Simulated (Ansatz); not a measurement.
Program: Ansatz 0.2.0.

A structure relaxed at PBE0-D4/def2-TZVP, charge 0, multiplicity 1:

Cartesian coordinates in Å:
```
C -1.961 0.299 1.546
N -0.841 -0.133 0.745
C -0.945 -1.492 0.268
Si 0.185 1.003 0.024
Cl -0.539 1.754 -1.772
O 1.607 0.307 -0.323
Si 2.713 0.153 -1.529
H -2.907 0.267 0.989
H -2.069 -0.342 2.429
H -1.811 1.323 1.895
H -1.030 -2.185 1.113
H -1.823 -1.637 -0.377
H -0.055 -1.767 -0.300
H 0.323 2.162 0.924
H 2.168 -0.705 -2.611
H 3.073 1.482 -2.081
H 3.913 -0.490 -0.942
```

Problem. Give its formula and SMILES.

Solution. C2H10ClNOSi2, `CN(C)[SiH](Cl)O[SiH3]`.

Problem. Point group (tolerance 0.08 Å, 0.16 Å for H)?

Solution. C1.

Problem. Summarise the bond lengths by kind.

Solution. 2 × C–N 1.444 Å; 6 × C–H 1.091 to 1.099 Å; 1 × N–Si 1.691 Å; 1 × Cl–Si 2.076 Å; 2 × O–Si 1.621 to 1.644 Å; 4 × H–Si 1.474 to 1.485 Å.
